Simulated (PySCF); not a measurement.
CH$_{3}$Li (SMILES [Li][CH3]), singlet, geometry from GFN2-xTB (such geometries of metal compounds can be far from the true shape); PySCF with WB97X/6-31G*, TDA.

The PySCF input:
```python
from pyscf import gto, scf, dft, tdscf

mol = gto.M(
    atom='''
Li   -1.062434   -0.645958   -0.918277
C     0.254439    0.154699    0.219916
H     0.806971   -0.571765    0.824206
H    -0.165607    0.866160    0.937963
H     1.019303    0.715288   -0.326831
''',
    basis='6-31g*',
    charge=0,
    spin=0,
    verbose=4,
)

mf = dft.RKS(mol)
mf.xc = 'wb97x'
mf.kernel()
td = mf.TDA()
td.nstates = 5
td.conv_tol = 1e-3
td.kernel()
td.analyze()
```

Output, abridged:

```
PySCF version 2.14.0

[INPUT] verbose = 4
[INPUT] num. atoms = 5
[INPUT] num. electrons = 12
[INPUT] charge = 0
[INPUT] spin (= nelec alpha-beta = 2S) = 0
[INPUT] symmetry False subgroup None
[INPUT] Mole.unit = angstrom
[INPUT] Symbol           X                Y                Z      unit          X                Y                Z       unit  Magmom
[INPUT]  1 Li    -1.062434000000  -0.645958000000  -0.918277000000 AA   -2.007709285426  -1.220683707972  -1.735292036487 Bohr   0.0
[INPUT]  2 C      0.254439000000   0.154699000000   0.219916000000 AA    0.480820025408   0.292338741744   0.415581010410 Bohr   0.0
[INPUT]  3 H      0.806971000000  -0.571765000000   0.824206000000 AA    1.524954180466  -1.080479257612   1.557523610223 Bohr   0.0
[INPUT]  4 H     -0.165607000000   0.866160000000   0.937963000000 AA   -0.312951874311   1.636805180053   1.772493184975 Bohr   0.0
[INPUT]  5 H      1.019303000000   0.715288000000  -0.326831000000 AA    1.926203507948   1.351698420188  -0.617621079018 Bohr   0.0

nuclear repulsion = 16.4487847786973
number of shells = 18
number of NR pGTOs = 66
number of NR cGTOs = 34
basis = 6-31g*
ecp = {}

******** <class 'pyscf.dft.rks.RKS'> ********
method = RKS
initial guess = minao
damping factor = 0
level_shift factor = 0
DIIS = <class 'pyscf.scf.diis.CDIIS'>
diis_start_cycle = 1
diis_space = 8
diis_damp = 0
SCF conv_tol = 1e-09
SCF conv_tol_grad = None
SCF max_cycles = 50
direct_scf = True
direct_scf_tol = 1e-13
XC library pyscf.dft.libxc version 7.1.2
    S. Lehtola, C. Steigemann, M. J. T. Oliveira, and M. A. L. Marques,  SoftwareX 7, 1–5 (2018)
XC functionals = wb97x
    J.-D. Chai and M. Head-Gordon,  J. Chem. Phys. 128, 084106 (2008)
radial grids:
    Treutler-Ahlrichs [JCP 102, 346 (1995); DOI:10.1063/1.469408] (M4) radial grids

becke partition: Becke, JCP 88, 2547 (1988); DOI:10.1063/1.454033
pruning grids: <function nwchem_prune>
grids dens level: 3
symmetrized grids: False
atomic radii adjust function: <function treutler_atomic_radii_adjust>
small_rho_cutoff = 0
Set gradient conv threshold to 3.16228e-05
Initial guess from minao.
tot grids = 57264
init E= -47.1959325786607
  HOMO = -0.299675711143684  LUMO = -0.0577053745514831  gap/eV = 6.58435
cycle= 1 E= -47.3287768071315  delta_E= -0.133  |g|= 0.393  |ddm|= 1.58
  HOMO = -0.177002630215229  LUMO = 0.023479127513939  gap/eV = 5.45539
cycle= 2 E= -47.3473726344526  delta_E= -0.0186  |g|= 0.313  |ddm|= 0.635
  HOMO = -0.264643196447473  LUMO = 0.0150619380849419  gap/eV = 7.61116
cycle= 3 E= -47.3737824286598  delta_E= -0.0264  |g|= 0.0119  |ddm|= 0.24
  HOMO = -0.265973462644328  LUMO = 0.0191713675321679  gap/eV = 7.75919
cycle= 4 E= -47.3739164551877  delta_E= -0.000134  |g|= 0.00318  |ddm|= 0.0386
  HOMO = -0.2659104712701  LUMO = 0.0209104102762145  gap/eV = 7.80479
cycle= 5 E= -47.3739332082717  delta_E= -1.68e-05  |g|= 0.00109  |ddm|= 0.0102
  HOMO = -0.265704944158625  LUMO = 0.0214125417364368  gap/eV = 7.81286
cycle= 6 E= -47.373935777593  delta_E= -2.57e-06  |g|= 0.000409  |ddm|= 0.00387
  HOMO = -0.265573628635051  LUMO = 0.0215185510126275  gap/eV = 7.81218
cycle= 7 E= -47.3739361349093  delta_E= -3.57e-07  |g|= 9.06e-05  |ddm|= 0.00169
  HOMO = -0.265553040713611  LUMO = 0.0214679026816191  gap/eV = 7.81024
cycle= 8 E= -47.3739361523925  delta_E= -1.75e-08  |g|= 2.13e-05  |ddm|= 0.000393
  HOMO = -0.265546898804703  LUMO = 0.0214847419244335  gap/eV = 7.81053
cycle= 9 E= -47.3739361534617  delta_E= -1.07e-09  |g|= 4.13e-06  |ddm|= 0.000149
  HOMO = -0.265545989579963  LUMO = 0.0214812857009936  gap/eV = 7.81041
cycle= 10 E= -47.3739361534984  delta_E= -3.67e-11  |g|= 6.69e-07  |ddm|= 3.66e-05
  HOMO = -0.265545839158873  LUMO = 0.0214818864799295  gap/eV = 7.81042
Extra cycle  E= -47.3739361534988  delta_E= -3.84e-13  |g|= 2.73e-07  |ddm|= 3.06e-06
converged SCF energy = -47.3739361534988

******** <class 'pyscf.tdscf.rks.TDA'> for <class 'pyscf.dft.rks.RKS'> ********
nstates = 5 singlet
deg_eia_thresh = 1.000e-03
wfnsym = None
conv_tol = 0.001
eigh lindep = 1e-12
eigh level_shift = 0
eigh max_cycle = 100

Excitation energies (eV)
[3.59162348 4.67786428 4.68071456 5.63421959 7.74335706]

** Singlet excitation energies and oscillator strengths **
Excited State   1:      3.59162 eV    345.20 nm  f=0.0977
       6 -> 7        -0.68486
       6 -> 10       -0.13607
Excited State   2:      4.67786 eV    265.04 nm  f=0.0999
       6 -> 8        -0.48489
       6 -> 9         0.49036
       6 -> 13        0.14337
Excited State   3:      4.68071 eV    264.88 nm  f=0.1000
       6 -> 8         0.49047
       6 -> 9         0.48481
       6 -> 12       -0.14368
Excited State   4:      5.63422 eV    220.06 nm  f=0.0133
       6 -> 7         0.12286
       6 -> 10       -0.68219
       6 -> 11       -0.11072
Excited State   5:      7.74336 eV    160.12 nm  f=0.0351
       4 -> 7        -0.42014
       4 -> 10       -0.13739
       5 -> 7         0.50596
       5 -> 10        0.16567

** Transition electric dipole moments (AU) **
state          X           Y           Z        Dip. S.      Osc.
  1        -0.7209     -0.4494     -0.6235      1.1104      0.0977
  2         0.3544     -0.8392      0.2041      0.8715      0.0999
  3        -0.5828     -0.0699      0.7261      0.8718      0.1000
  4        -0.2117     -0.1367     -0.1808      0.0962      0.0133
  5        -0.1565      0.3893     -0.0937      0.1848      0.0351

** Transition velocity dipole moments (imaginary part, AU) **
state          X           Y           Z        Dip. S.      Osc.
  1        -0.1031     -0.0640     -0.0892      0.0227      0.1146
  2         0.0465     -0.1077      0.0270      0.0145      0.0562
  3        -0.0750     -0.0089      0.0938      0.0145      0.0562
  4        -0.0799     -0.0497     -0.0687      0.0136      0.0437
  5        -0.0401      0.0995     -0.0239      0.0121      0.0283

** Transition magnetic dipole moments (imaginary part, AU) **
state          X           Y           Z
  1        -0.0003     -0.0002      0.0005
  2        -0.0243     -0.0027      0.0301
  3        -0.0145      0.0353     -0.0080
  4        -0.0000      0.0000     -0.0000
  5        -0.0040     -0.0013      0.0056
```
